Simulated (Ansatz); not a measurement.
`C[O][Ge][S]C` + H₂O → `C[S][Ge][OH]` + CH₃OH  (formal hydrolysis of a Ge–O bond)

Computed with Ansatz on PBE0-D4/def2-TZVP structures; ΔE is electronic, products minus reactants. CBS: MP2 limit from def2 TZ/QZ plus the TZ coupled-cluster correction, frozen cores. This one scheme is used for every species. For Ge outer-core shells are correlated without core-valence functions, which leaves a few kJ/mol of doubt a bond. Scalar relativity is left out up to krypton. One conformer a species, not always the lowest.

```
          level  ΔE (kJ/mol)
CCSD/def2-TZVPP         -0.1
  MP2/CBS(def2)          3.6
```

Question: What does CCSD(T)/CBS give? (Estimate.)

Answer: Computed: +2.4 kJ/mol. The listed levels differ from it by -2.5, 1.2 kJ/mol.

Largest T1 diagnostic among the species: 0.015.

In def2-TZVPP, CCSD(T) changes the Hartree–Fock value by +12.5 kJ/mol (the triples alone add +2.5 kJ/mol) and MP2 by +13.7 kJ/mol. The D4 term adds +6.4 kJ/mol with B3LYP and +3.8 kJ/mol with PBE0; it sums over pairs of atoms, weighted by their polarisabilities, and B3LYP, whose exchange is more repulsive, gets the larger term.

B3LYP here is the variant with VWN-RPA as its local correlation; programs differ in this.
